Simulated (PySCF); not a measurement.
HNP, charge +1.

```xyz
3

N      0.0000     0.0000     0.9000
P      0.0000     0.0000    -0.5476
H      0.0000     0.0000     1.9143
```
Charge +1, spin multiplicity 1.

Geometry optimised at ωB97X-D3(BJ)/def2-TZVPD. The isomer is the one that the SMILES or the coordinates give; other isomers of the formula were not compared.

The numbers are results of B3LYP/pcSseg-2 run with PySCF, not measurements. Non-relativistic, no solvent.

### Question
Give the absolute GIAO shielding of each atom: isotropic value and principal components (ppm). (Estimate from the structure and the level; the computed values follow.)

### Answer

```csv
atom,σ(iso),σ11,σ22,σ33,span
N1,-3.3,-177.9,-177.9,345.8,523.7
P2,287.6,-49.8,-49.8,962.5,1012.3
H3,26.6,19.5,19.5,40.8,21.2
```
